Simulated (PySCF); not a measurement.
Species: C3H9GeOP.
Z-matrix (Å and degrees, PBE0-D3(BJ)/def2-SVP geometry), rows numbered from 1:
```
C 
C   1  1.3338
C   2  1.4978  1  124.19
O   3  1.4068  2  112.62  1   120.55
Ge  4  1.7894  3  119.93  2   -61.69
P   5  2.3301  4  107.84  3   -44.51
H   1  1.0934  2  121.73  3  -179.46
H   1  1.0954  2  121.20  3     0.43
H   2  1.0973  1  120.17  3   178.24
H   3  1.1044  2  109.91  1  -120.89
H   3  1.1091  2  109.24  1    -3.93
H   5  1.5369  4  103.22  3  -166.51
H   5  1.5430  4  110.79  3    74.49
H   6  1.4301  5   92.10  4  -167.44
H   6  1.4294  5   93.10  4   -74.05
```

Method used: PBE0-D3(BJ)/def2-SVP geometry optimisation, gas phase in PySCF.

Take the most abundant isotopes and a rigid rotor. The values belong to one conformer with, in the numbering `[CH2:1]=[CH:2][CH2:3][O:4][GeH2:5][PH2:6]`, C1–C2–C3–O4 121°, C2–C3–O4–Ge5 -62°, C3–O4–Ge5–P6 -45°, O4–Ge5–P6–H -167° and -74°.

Question: What are A, B and C (cm⁻¹)?

Answer: Ia = 213.98, Ib = 379.46, Ic = 490.71 u·Å²; 505379 MHz·u·Å²/I gives 2362, 1332 and 1030 MHz, that is A = 0.07878, B = 0.04442, C = 0.03435 cm⁻¹.

Question: Classify the top.

Answer: An asymmetric top. Ray's parameter κ = (2B − A − C)/(A − C) = -0.547; −1 is the prolate and +1 the oblate limit.

Question: Is it planar, by Δ = Ic − Ia − Ib?

Answer: Not planar: Δ = Ic − Ia − Ib = -102.73 u·Å². For a rigid frame Δ = −2 Σ m c², so Σ m c² = 51.37 u·Å² lies off the ab plane: 14.25 from hydrogen and 37.12 from heavier atoms. The atom farthest from that plane is 1.78 Å away.

Question: Give the other two planar moments, Paa and Pbb, and the rms extents of the mass along the axes.

Answer: Paa = Σ m a² = (Ib + Ic − Ia)/2 = 328.10 and Pbb = Σ m b² = (Ia + Ic − Ib)/2 = 162.62 u·Å². With the mass M = 165.96 u, the rms extents √(P/M) along a, b and c are 1.41, 0.99, 0.56 Å.

Question: Give the coordinates in the principal-axis frame, origin at the centre of mass.

Answer: The sense of each axis is arbitrary; atoms in the order of the calculation.
```tsv
atom	mass (u)	a (Å)	b (Å)	c (Å)
C1	12.000	-2.590	1.308	0.688
C2	12.000	-2.431	0.060	0.247
C3	12.000	-1.683	-0.303	-0.999
O4	15.995	-0.597	-1.161	-0.748
Ge5	73.921	0.746	-0.618	0.302
P6	30.974	1.296	1.561	-0.312
H7	1.008	-3.137	1.527	1.610
H8	1.008	-2.175	2.161	0.141
H9	1.008	-2.835	-0.784	0.820
H10	1.008	-2.352	-0.839	-1.696
H11	1.008	-1.358	0.624	-1.514
H12	1.008	1.843	-1.661	0.037
H13	1.008	0.319	-0.625	1.785
H14	1.008	2.507	1.526	0.446
H15	1.008	1.941	1.142	-1.517
```

Question: List the rotational levels J(Ka,Kc) to J = 3 (MHz).

Answer: Above 0(0,0):
J = 1: 1(0,1) 2362, 1(1,1) 3392, 1(1,0) 3694
J = 2: 2(0,2) 7028, 2(1,2) 7813, 2(1,1) 8719, 2(2,1) 11809, 2(2,0) 11866
J = 3: 3(0,3) 13897, 3(1,3) 14412, 3(1,2) 16217, 3(2,2) 18894, 3(2,1) 19168, 3(3,1) 24831, 3(3,0) 24838
Those of J = 1 are B + C, A + C and A + B.

Question: Which lines would a microwave search look for?

Answer: The dipole components are |μa| = 0.44 D, |μb| = 0.50 D, |μc| = 0.53 D. The squared components, which scale the intensities, stand as 0.70 : 0.87 : 1.00 (a : b : c). Some lines, for components of 0.1 D or more:

| type | branch | J(Ka,Kc) | MHz | lower level (cm⁻¹) |
| --- | --- | --- | --- | --- |
| a | Q | 2(1,1) ← 2(1,2) | 906 | 0.261 |
| a | Q | 5(2,3) ← 5(2,4) | 1548 | 1.334 |
| a | Q | 3(1,2) ← 3(1,3) | 1805 | 0.481 |
| a | R | 1(0,1) ← 0(0,0) | 2362 | 0.000 |
| c | Q | 3(2,2) ← 3(1,2) | 2677 | 0.541 |
| b | R | 1(1,1) ← 0(0,0) | 3392 | 0.000 |
| b | Q | 5(1,4) ← 5(0,5) | 4499 | 1.130 |
| a | R | 2(1,1) ← 1(1,0) | 5025 | 0.123 |
| c | Q | 4(3,2) ← 4(2,2) | 5326 | 0.969 |
| b | Q | 4(3,2) ← 4(2,3) | 6079 | 0.944 |
| a | R | 3(1,3) ← 2(1,2) | 6599 | 0.261 |
| b | R | 3(2,2) ← 2(1,1) | 10175 | 0.291 |
| b | R | 5(1,5) ← 4(0,4) | 11159 | 0.763 |
| c | R | 3(3,1) ← 2(2,1) | 13023 | 0.394 |
| b | R | 3(3,0) ← 2(2,1) | 13030 | 0.394 |
| b | R | 4(2,2) ← 3(1,3) | 14636 | 0.481 |
| c | R | 5(3,3) ← 4(2,3) | 18023 | 0.944 |
| b | R | 5(4,2) ← 4(3,1) | 20070 | 1.148 |
| c | R | 5(4,1) ← 4(3,1) | 20076 | 1.148 |
| c | R | 5(4,2) ← 4(3,2) | 20117 | 1.147 |

Question: Estimate the classical rotational partition function at 50 K, 100 K and 500 K.

Answer: Point group C1, symmetry number σ = 1; q = (√π/σ)·√((kT/h)³/(ABC)), k/h = 20836.6 MHz/K: 33100 at 50 K, 93700 at 100 K, 1050000 at 500 K.

No frequency check. No vibrational averaging or centrifugal distortion is included, and the geometry carries the error of its method.
